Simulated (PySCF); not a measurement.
## Calculated NMR data

PySCF calculation with σ from GIAO-PBE0/pcSseg-1 and geometry from GFN2-xTB; averaged over atoms made equivalent by symmetry, fast rotation or ring inversion, in vacuum, non-relativistic Hamiltonian, one conformer.

Scale: ¹H, ¹³C vs TMS (reference shieldings calculated alike). Where no couplings were computed, multiplicities follow the n + 1 count of equivalent neighbours, and m marks all less simple cases (inequivalent or close neighbours, rings, F or P nearby). Shifts are as computed. Against solution values, carbons near 30 ppm lie about +3 ppm off and those near 130 ppm about +5 ppm (rms about the fit 2.1 ppm; single classes can miss by 10 ppm). Of 1328 compounds with measured shifts, 309 miss one by over three times the rms of a fit or turn the order of signals round; such compounds aren't used in these exercises. Signals without a measured value on file couldn't be tested in this way; 1H shifts scatter by 0.2 ppm about their fit, and single ones miss by 0.5 ppm. OH and NH positions are gas-phase values without hydrogen bonding to other molecules.

Compound 1 (C₂H₅ClO₂Si). ¹H NMR (400 MHz, computed): δ 5.54 (s, 2H), 2.18 (s, 3H). ¹³C{¹H} NMR (computed): δ 175.8 (C), 24.1 (CH3). Structure: `Cl[SiH2]OC(C)=O`.

Compound 2 (C₆H₉NO₂). ¹H NMR (400 MHz, computed): δ 5.28 (m, 1H), 5.12 (m, 1H), 3.97 (br s, 1H), 2.70 (s, 6H). ¹³C{¹H} NMR (computed): δ 158.5, 154.1, 88.7, 86.2, 40.1. Structure: SMILES OC1=CC=C(N(C)C)O1.
